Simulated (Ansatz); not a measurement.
Ansatz (a quantum-chemistry and plane-wave program) input (B3LYP-D3(BJ)/def2-TZVP):

Ansatz 0.2 input:
```yaml
crystal:
  periodic: [false, false, false]
  atoms:
    - {symbol: Cu, position_ang: [-0.65485293, -0.57866183, -0.59348114]}
    - {symbol: Cl, position_ang: [0.65484602, 0.57797059, 0.60860321]}
basis:
  gaussian:
    orbitals: def2-TZVP
hamiltonian:
  xc: b3lyp
  dispersion: d3bj
magnetization: {spin_polarized: true, initial_magnetization: 2}
relax: {f_tol: 0.002, max_steps: 150}
```

Output:

```
Functional definition: B3LYP
integrals: 0.03 GiB planned
729 factors; integrals over basis functions are off by at most 3.5e-4 eV
mean field: 0.41 GiB planned
mean field evaluation 1: about -57161.6959 eV, gradient 3.2e1 eV
mean field evaluation 2: about -57115.5176 eV, gradient 1.7e2 eV
mean field evaluation 4: about -57164.0836 eV, gradient 5.2e0 eV
mean field evaluation 8: about -57164.1420 eV, gradient 2.9e-1 eV
mean field evaluation 16: about -57164.1930 eV, gradient 4.4e-5 eV
mean field evaluation 32: about -57164.2279 eV, gradient 2.6e-5 eV
mean field evaluation 64: about -57164.1476 eV, gradient 5.8e0 eV
mean field -57164.22787389 eV, -2100.7466270600 hartree, gradient 3.3e-7 eV, S^2 2.002691; 8 other end points of the search recorded, 0 dependent functions left out
the calculation of the forces begins
reference -57164.22807004 eV, -2100.7466342687 hartree; 24, 22 occupied and 58, 60 virtual orbitals, 729 factors
relax step   1: F+E_penalty+E_count = -57164.28593646 eV  Δ(F+E_penalty+E_count) = +0.000e0 eV  max|allowed force component| = 3.712e-1 eV/Å  Δτ_max = 0.0000 Å  (289 SCF iters, accepted)
these checks for a lower state are left out or cut short: starts, cluster_reference, orbital_swaps, neighbouring_geometries, increment
integrals: 0.03 GiB planned
729 factors; integrals over basis functions are off by at most 3.3e-4 eV
mean field: 0.41 GiB planned
mean field -57164.24095459 eV, -2100.7471077671 hartree, gradient 3.0e-7 eV, S^2 2.002774; 0 other end points of the search recorded, 0 dependent functions left out
the calculation of the forces begins
reference -57164.24115121 eV, -2100.7471149926 hartree; 24, 22 occupied and 58, 60 virtual orbitals, 729 factors
relax step   2: F+E_penalty+E_count = -57164.29895933 eV  Δ(F+E_penalty+E_count) = -1.302e-2 eV  max|allowed force component| = 1.604e-1 eV/Å  Δτ_max = 0.0153 Å  (132 SCF iters, accepted)
these checks for a lower state are left out or cut short: starts, cluster_reference, orbital_swaps, neighbouring_geometries, increment
integrals: 0.03 GiB planned
729 factors; integrals over basis functions are off by at most 3.5e-4 eV
mean field: 0.41 GiB planned
mean field evaluation 96: about -57164.2444 eV, gradient 3.1e-7 eV
mean field -57164.24436869 eV, -2100.7472332330 hartree, gradient 3.1e-7 eV, S^2 2.002853; 0 other end points of the search recorded, 0 dependent functions left out
the calculation of the forces begins
reference -57164.24456561 eV, -2100.7472404697 hartree; 24, 22 occupied and 58, 60 virtual orbitals, 729 factors
relax step   3: F+E_penalty+E_count = -57164.30232770 eV  Δ(F+E_penalty+E_count) = -3.368e-3 eV  max|allowed force component| = 1.887e-2 eV/Å  Δτ_max = 0.0118 Å  (129 SCF iters, accepted)
these checks for a lower state are left out or cut short: starts, cluster_reference, orbital_swaps, neighbouring_geometries, increment
integrals: 0.03 GiB planned
729 factors; integrals over basis functions are off by at most 3.5e-4 eV
mean field: 0.41 GiB planned
mean field -57164.24442677 eV, -2100.7472353674 hartree, gradient 5.5e-6 eV, S^2 2.002865; 0 other end points of the search recorded, 0 dependent functions left out
the calculation of the forces begins
reference -57164.24462374 eV, -2100.7472426056 hartree; 24, 22 occupied and 58, 60 virtual orbitals, 729 factors
relax step   4: F+E_penalty+E_count = -57164.30237919 eV  Δ(F+E_penalty+E_count) = -5.150e-5 eV  max|allowed force component| = 5.488e-5 eV/Å  Δτ_max = 0.0017 Å  (70 SCF iters, accepted)
integrals: 0.03 GiB planned
729 factors; integrals over basis functions are off by at most 3.5e-4 eV
mean field: 0.41 GiB planned
mean field evaluation 128: about -57164.2077 eV, gradient 6.7e-6 eV
mean field -57164.24442677 eV, -2100.7472353674 hartree, gradient 5.5e-6 eV, S^2 2.002865; 8 other end points of the search recorded, 0 dependent functions left out
the calculation of the forces begins
reference -57164.24462374 eV, -2100.7472426056 hartree; 24, 22 occupied and 58, 60 virtual orbitals, 729 factors
Total energy: -57164.30257615 eV, -2100.7493723176 hartree
Atom 0 at    -0.672614    -0.594347    -0.609783 Å, force    -0.000055    -0.000048    -0.000050 eV/Å
Atom 1 at     0.672607     0.593656     0.624905 Å, force     0.000055     0.000048     0.000050 eV/Å
Dipole moment:    -0.230628    -0.210761    -0.211678 e Å
```

The spin state was set by rule; other spins were not relaxed.
